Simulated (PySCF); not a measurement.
CH5FOSi, SMILES C[Si@H](O)F. Atoms are numbered in the order given.

```xyz
9

C     -1.3486    -0.5237     0.9160
Si    -0.1151     0.1047    -0.3316
O      1.0388    -1.0183    -0.7196
F      0.6026     1.4119     0.3306
H     -0.8532    -0.7991     1.8618
H     -1.8771    -1.4119     0.5340
H     -2.0992     0.2499     1.1458
H     -0.7218     0.5176    -1.6152
H      1.5208    -1.4401     0.0014
```
Charge 0, spin multiplicity 1.

Geometry: B3LYP-D3(BJ)/def2-SVP. The structure was generated by enumeration; whether it is a known compound was not checked. One conformer was computed; it need not be the lowest.

Method: TDA-PBE/def2-SVPD run with PySCF.

Vertical excitations. 

Computed lowest excited states:
| state | energy (eV) | λ (nm) | f | main pairs |
|---|---|---|---|---|
| S1 | 7.06 | 176 | 0.027 | HOMO→LUMO 99 % |
| S2 | 7.69 | 161 | 0.026 | HOMO−1→LUMO 95 % |
| S3 | 7.85 | 158 | 0.023 | HOMO→LUMO+1 95 % |
| S4 | 8.00 | 155 | 0.026 | HOMO→LUMO+2 95 % |
| S5 | 8.37 | 148 | 0.053 | HOMO−2→LUMO 91 % |
| S6 | 8.44 | 147 | 0.023 | HOMO−1→LUMO+1 96 % |
| S7 | 8.65 | 143 | 0.061 | HOMO→LUMO+3 93 % |
| S8 | 8.79 | 141 | 0.062 | HOMO−1→LUMO+2 83 % |
| S9 | 9.03 | 137 | 0.027 | HOMO−3→LUMO 97 % |
| S10 | 9.08 | 137 | 0.022 | HOMO−2→LUMO+1 84 % |
| T1 | 6.83 | 181 | 0 | HOMO→LUMO 99 % |
| T2 | 7.40 | 168 | 0 | HOMO−1→LUMO 98 % |
| T3 | 7.59 | 163 | 0 | HOMO→LUMO+1 92 % |
| T4 | 7.63 | 162 | 0 | HOMO→LUMO+2 93 % |
Triplets are in the Tamm–Dancoff approximation.
